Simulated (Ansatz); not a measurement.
Species: sum formula SiBr$_{3}$F (charge 0, singlet). 
Geometry from a B3LYP-D3(BJ)/def2-TZVP (Ansatz, a quantum-chemistry and plane-wave program) optimisation:
```
Si
F 1 1.5846
Br 1 2.1981 2 107.97
Br 1 2.1981 2 107.97 3 120.00
Br 1 2.1981 2 107.97 3 -120.00
```

Parts of the frozen-core correlation energy in STO-3G (Ansatz, hartree). Frozen orbitals: 48; correlated occupied orbitals by spin: 16 and 16; virtual: 4 and 4. Spin-orbit coupling is left out. No relativistic terms.

```csv
term,value
reference (HF),-8017.81314
MP2 opposite-spin,-0.05226
MP2 same-spin,?
CCSD correlation,?
(T),?
FCI minus CCSD(T),-0.00060
T1 diagnostic,0.008
largest doubles amplitude,0.044
```

Problem. Some entries are withheld; supply them.

Solution. 
- MP2 same-spin, value: -0.01157
- CCSD correlation, value: -0.07694
- (T), value: -0.00360
